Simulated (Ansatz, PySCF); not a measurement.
Process, species as SMILES: [Cs][I] → [I][Cs] as doublet, charge -1 (an electron is taken up)

Property: adiabatic electron affinity (0 K, with zero-point energies), in eV. Positive where the reaction releases energy. Conventions: open shells spin-unrestricted; frozen cores in correlated levels (noble-gas shells and the d and f shells of earlier blocks; the outer core of K, Ca and congeners matters and is frozen too); no spin-orbit coupling; STO-3G and 3-21G all-electron and non-relativistic; def2 sets with scalar-relativistic core potentials past Kr; LANL2DZ with its own core potentials from Na on. First-principles rows: single points at B3LYP-D3(BJ) geometries (Ansatz, a program for electronic structure), with unscaled harmonic terms from B3LYP/6-31G* (LANL2DZ past Ar) at its own minima. The spin state of an ion or metal species was assumed, not searched.

```json
[
 {"level": "HF/3-21G", "program": "Ansatz", "adiabatic electron affinity (0 K, with zero-point energies) (eV)": "0.13"},
 {"level": "HF/LANL2DZ", "program": "Ansatz", "adiabatic electron affinity (0 K, with zero-point energies) (eV)": "0.65"},
 {"level": "SVWN5/LANL2DZ", "program": "Ansatz", "adiabatic electron affinity (0 K, with zero-point energies) (eV)": "0.98"},
 {"level": "PBE/3-21G", "program": "Ansatz", "adiabatic electron affinity (0 K, with zero-point energies) (eV)": "0.49"},
 {"level": "PBE/LANL2DZ", "program": "Ansatz", "adiabatic electron affinity (0 K, with zero-point energies) (eV)": "0.92"},
 {"level": "BP86/LANL2DZ", "program": "PySCF", "adiabatic electron affinity (0 K, with zero-point energies) (eV)": "1.01"},
 {"level": "BP86/def2-SVP", "program": "PySCF", "adiabatic electron affinity (0 K, with zero-point energies) (eV)": "0.71"},
 {"level": "B3LYP/LANL2DZ", "program": "Ansatz", "adiabatic electron affinity (0 K, with zero-point energies) (eV)": "0.95"},
 {"level": "B3LYP/def2-SVP", "program": "Ansatz", "adiabatic electron affinity (0 K, with zero-point energies) (eV)": "0.66"},
 {"level": "B3LYP/def2-TZVPD", "program": "Ansatz", "adiabatic electron affinity (0 K, with zero-point energies) (eV)": "0.68"},
 {"level": "PBE0/def2-TZVPD", "program": "Ansatz", "adiabatic electron affinity (0 K, with zero-point energies) (eV)": "0.64"},
 {"level": "B2PLYP-D3(BJ)/def2-TZVPD", "program": "Ansatz + dftd3", "adiabatic electron affinity (0 K, with zero-point energies) (eV)": "0.55"}
]
```

No value to compare with is used here. The 9 habitual levels span 0.13 (HF/3-21G) to 1.01 eV (BP86/LANL2DZ); B3LYP/def2-TZVPD gives 0.68.

The levels are drawn from those run, B3LYP/6-31G* more often than the rest, none by its result; runs whose electronic state is in doubt are left out.
